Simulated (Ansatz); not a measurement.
`[SH][Sn]([SH])([SH])[Cl]`, relaxed with RKS PBE0-D4/def2-TZVP in Ansatz from a PBE-D4/def2-SVP geometry. The force threshold is 0.005 eV/Å; the program also tests the step.

The species carries charge 0 and has multiplicity 1. Sn: def2 effective core potential.

Start:

```xyz
8

S     0.852   -0.898   -2.096
Sn    0.208    0.272   -0.067
S    -1.787    1.503   -0.701
S    -0.082   -1.175    1.868
Cl    1.925    1.741    0.653
H     1.892   -1.509   -1.458
H    -1.956    1.959    0.573
H    -1.052   -1.892    1.228
```

```tsv
step	energy (eV)	largest force (eV/Å)	largest move (Å)
1	-50899.4376	0.743	0.000
2	-50899.4971	0.351	0.085
3	-50899.5090	0.155	0.050
4	-50899.5147	0.085	0.058
5	-50899.5158	0.020	0.014
6	-50899.5159	0.003	0.003
7	-50899.5159	0.007	0.005
8	-50899.5160	0.011	0.014
9	-50899.5160	0.007	0.009
10	-50899.5160	0.006	0.006
11	-50899.5160	0.001	0.006
12	-50899.5161	0.026	0.034
13	-50899.5161	0.066	0.029
14	-50899.5163	0.052	0.006
15	-50899.5167	0.003	0.032
16 (rejected)	-50899.5005	0.580	0.195
17 (rejected)	-50899.5164	0.146	0.096
18	-50899.5171	0.028	0.047
19 (rejected)	-50899.5147	0.230	0.098
20	-50899.5175	0.002	0.029
```

End:

```xyz
8

S     0.810   -0.939   -2.039
Sn    0.214    0.275   -0.080
S    -1.694    1.564   -0.682
S    -0.150   -1.068    1.857
Cl    1.989    1.619    0.581
H     1.948   -1.382   -1.475
H    -2.034    1.738    0.608
H    -1.083   -1.807    1.230
```

It took 4.2 min on 4 threads of an Intel Xeon on a shared host, with 0.82 GiB of host memory at the peak.
